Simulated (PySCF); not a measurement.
LiHg at PBE

Computed with PBE; PySCF, scalar-relativistic core potentials, basis sets Li cc-pVDZ, Hg cc-pVDZ-PP with ECP60.

- state: ²Σ⁺ (doublet), unpaired electrons σ ↑
- bond length: 297.5 pm
- harmonic wavenumber: 156 cm⁻¹
- force constant: 0.0970 mdyn/Å
- rotational constant Be: 0.2809 cm⁻¹
- anharmonicity ωexe: 4.24 cm⁻¹
- vibration–rotation constant αe: 0.00894 cm⁻¹
- well depth De to Li + Hg: 0.19 eV
- dissociation energy D0: 0.18 eV
- bond order (Mayer): 0.45
- dipole moment (positive dipole means Li(−)Hg(+)): -0.34 D

The bond is weak. Basis-set superposition, not corrected here, can be much of De in a small basis, most of all at correlated wavefunction levels. Functionals without a dispersion term scatter widely for such bonds, and LDA overbinds them. Spin–orbit coupling is left out. The state is the lowest determinant that a PBE0 search found; another state may lie lower at other levels.
